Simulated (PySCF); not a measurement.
Excitations are Tamm–Dancoff values on a coarser integration grid. The basis has no diffuse functions, so Rydberg states are missing or too high.

Cartesian coordinates (Å):
```xyz
9

C     -0.5439    -0.7838    -0.1254
C     -0.6030     0.7219     0.2044
Si     1.0988     0.0598    -0.0752
H     -0.8143    -1.4635     0.6759
H     -0.9562    -1.0818    -1.0837
H     -0.9103     0.9828     1.2116
H     -1.0521     1.3609    -0.5487
H      1.7960     0.3646    -1.3419
H      1.9884    -0.1591     1.0843
```
Charge 0, spin multiplicity 1.

Problem. Estimate the S1–T1 gap (TDA), HOMO, brightest of the four lowest singlets (TDA), HOMO–LUMO gap and LUMO that PBE0-D3(BJ)/def2-TZVP run with PySCF 2.14.0 returns for this input.

Solution. 
```yaml
S1–T1 gap (TDA): 1.60 eV
HOMO: -6.91 eV
brightest of the four lowest singlets (TDA): 6.54 eV
HOMO–LUMO gap: 7.23 eV
LUMO: 0.31 eV
```
